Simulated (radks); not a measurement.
Results of a calculation; reference values are marked as such.
All-electron atom: Ag III in [Kr] 4d9. Level of theory: scalar-relativistic Kohn-Sham, PW91, spin-unpolarised, spherical densities, point nucleus (a radial shooting solver on a logarithmic mesh with Libxc functionals). Some entries of the table are withheld. Estimate them.

| orbital | occ. | eigenvalue (eV) | <1/r> (bohr^-1) | r(max) (bohr) |
|---|---|---|---|---|
| 1s | 2 | (1) | 49.44 | 0.02016 |
| 2s | 2 | -3752.942 | 11.23 | 0.1140 |
| 2p | 6 | -3368.917 | (2) | (3) |
| 3s | 2 | -706.5848 | 3.944 | 0.3326 |
| 3p | 6 | -580.4509 | (4) | 0.3258 |
| 3d | 10 | -381.4590 | 3.531 | 0.2738 |
| 4s | 2 | -117.6879 | 1.517 | 0.8218 |
| 4p | 6 | -81.0624 | 1.364 | (5) |
| 4d | 9 | -28.9726 | 1.023 | 1.024 |
| 5s | 0 | -20.9108 | 0.5045 | 2.209 |
| 5p | 0 | -14.5012 | 0.4102 | 2.687 |

Answer. 
(1) 1s eigenvalue (eV): -25356.57
(2) 2p <1/r> (bohr^-1): 10.85
(3) 2p r(max) (bohr): 0.09113
(4) 3p <1/r> (bohr^-1): 3.757
(5) 4p r(max) (bohr): 0.8754
